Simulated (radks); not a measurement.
Results of a calculation; reference values are marked as such.
Pb3+, 79 electrons, occupied as [Xe] 4f14 5d10 6s1.

Code: a radial shooting solver on a logarithmic mesh with Libxc functionals. Model: Dirac Kohn-Sham, PBEsol, spin-unpolarised, spherical densities, point nucleus; speed of light set to 1370.36 atomic units (10 times the physical value, a model run).

Energy parts (hartree):
total: -19532.9195
kinetic: 19551.1649
electron-nucleus: -46429.8669
Hartree: 7703.4742
exchange-correlation: -357.6917

Orbitals (lengths in bohr, moments of r in powers of bohr):
orbital  occ.  eigenvalue (hartree)       <r^4>      <r^2>      <r>
1s1/2       2             -2905.875   5.205e-07  0.0004544  0.01844
2s1/2       2             -490.6959  0.00008311   0.007044  0.07753
2p1/2       2             -472.5969  0.00005187   0.005187  0.06546
2p3/2       4             -471.9684  0.00005208   0.005199  0.06554
3s1/2       2             -117.7444    0.002790    0.04334   0.1951
3p1/2       2             -109.1280    0.002454    0.03980   0.1856
3p3/2       4             -108.9901    0.002461    0.03986   0.1858
3d3/2       4             -92.90949    0.001620    0.03056   0.1619
3d5/2       6             -92.87214    0.001622    0.03058   0.1619
4s1/2       2             -26.83252     0.06005     0.2047   0.4265
4p1/2       2             -23.05196     0.06396     0.2088   0.4291
4p3/2       4             -23.01878     0.06414     0.2091   0.4294
4d3/2       4             -16.04299     0.07346     0.2167   0.4337
4d5/2       6             -16.03504     0.07353     0.2168   0.4338
4f5/2       6              -6.58736      0.1063     0.2352   0.4442
4f7/2       8              -6.58539      0.1064     0.2352   0.4442
5s1/2       2              -5.21982       1.455      1.006   0.9478
5p1/2       2              -3.95108       2.007      1.164    1.016
5p3/2       4              -3.94490       2.013      1.166    1.017
5d3/2       4              -1.89449       5.453      1.823    1.258
5d5/2       6              -1.89349       5.460      1.824    1.259
6s1/2       1              -1.21496       51.15      5.963    2.313

The highest occupied level is 6s1/2 at -33.061 eV. The density falls to 0.001 e/bohr^3 at r = 3.51 bohr.
